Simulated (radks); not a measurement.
Task: Coulomb parameter of the 4f shell of the neodymium ion Nd+ in the model configuration [Xe] 4f3 6s1 6p1, as a second difference U = [E(n + 1) + E(n - 1) - 2 E(n)] / (1)^2 with all orbitals relaxed. "Bare": the charge of the atom changes with n. "Screened": the 6p shell takes up the change at fixed total charge, which measures U(4f,4f) + U(6p,6p) - 2 U(4f,6p). All-electron calculation, Dirac Kohn-Sham, BLYP, spin-unpolarised, spherical densities, point nucleus; open shells are shared between the two j in proportion to 2j + 1. Program: a radial shooting solver on a logarithmic mesh with Libxc functionals. Estimate both.

Result: U(bare) = 15.251 eV, U(screened by 6p) = 8.206 eV, against the Slater integral F0(4f,4f) = 25.636 eV with frozen orbitals.
